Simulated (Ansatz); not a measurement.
Ideal-gas functions of CH4MoO2S (`[CH3][Mo](=[O])([OH])=[S]`) at 298.15 K and 1 bar, from an Ansatz frequency run at PBE0-D4/def2-TZVP.

Molar mass 176.05 g/mol, point group C1 (symmetry number 1), electronic degeneracy 1, moments of inertia 158.363, 226.101, 245.006 u Å². Harmonic wavenumbers (cm⁻¹, unscaled): 162, 171, 179, 195, 239, 284, 359, 557, 577, 613, 644, 694, 753, 1056, 1197, 1410, 1419, 3040, 3137, 3157, 3880.

Use S(trans) = R[1.5 ln M + 2.5 ln T − 1.1517]; rotational temperatures θ = 24.2544 K / I; S(rot) = R[ln(√π/σ · √(T³/θAθBθC)) + 1.5]; for each mode x = 1.438777 ν̃/T, S = R[x/(eˣ − 1) − ln(1 − e⁻ˣ)] and H = RT x/(eˣ − 1); 1 cm⁻¹ = 0.0119627 kJ/mol; R = 8.31446 J/(mol·K).

Question: By hand: the entropy, in J/(mol·K).

Answer: Translation 173.3. Rotation: θ = 0.1532, 0.1073, 0.099 K, giving 115.0. Vibration, mode by mode: 10.57, 10.14, 9.79, 9.12, 7.57, 6.32, 4.71, 2.22, 2.05, 1.79, 1.59, 1.31, 1.04, 0.31, 0.18, 0.07, 0.07, 0.00, 0.00, 0.00, 0.00, in all 68.9. Electronic 0.0. Sum 357.2 J/(mol·K).

Question: By hand: H − E and G − E in kJ/mol, counted from the electronic energy.

Answer: Zero-point energy ½ × 23723 × 0.0119627 = 141.9; thermal vibration 12.1; translation, rotation and pV give 4 RT = 9.9. H − E = 163.9 kJ/mol, and G − E = 163.9 − 298.15 × 357.2/1000 = 57.4 kJ/mol.

Vibration gives 19 % of the entropy. The sum counts one conformer and one mirror image; others add a mixing term.
